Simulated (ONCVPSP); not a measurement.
Configuration tests for bismuth (ONCV)

* Element: Bi (Z = 83)
* Generator: ONCVPSP 4.0.1
* Type: optimised norm-conserving Vanderbilt (ONCV)
* Functional: PBE
* Relativity: scalar-relativistic
* Frozen core: [Xe] 4f14 5d10
* Valence charge: 5
* Reference configuration: 6s2 6p2.5 (charge +0.5)
* Partial waves: 6s: rc 1.90 bohr, ncon 5, nbas 10, qcut 3.1 1/bohr, 1 projector; 6p: rc 2.25 bohr, ncon 4, nbas 7, qcut 2.9 1/bohr, 2 projectors, debl 2.7 Ha
* Local potential: polynomial inside 1.65 bohr (lpopt 2, dvloc0 0 Ha)
* Core correction: Teter function, fcfact 1.75, rcfact 1.3

Energies are relative to the spin-unpolarised reference configuration 6s2 6p2.5; without spin polarisation the order of configurations can differ from experiment.

(1) Give the all-electron excitation energy and the error of the potential for: 6s2 6p3; 6s2 6p2; 6s2 6p1; 6s1 6p4.

Note: no bound ghost flagged; GHOST(+) flagged for s at 11.0 eV, p at 117.5 eV.

Answers

(1)

```csv
valence configuration,charge,ΔE all-electron (eV),error AE − PS (meV)
6s2 6p3,0,-3.097,+1.5
6s2 6p2,+1,4.816,-2.7
6s2 6p1,+2,20.063,-17
6s1 6p4,0,6.985,+6.4
```
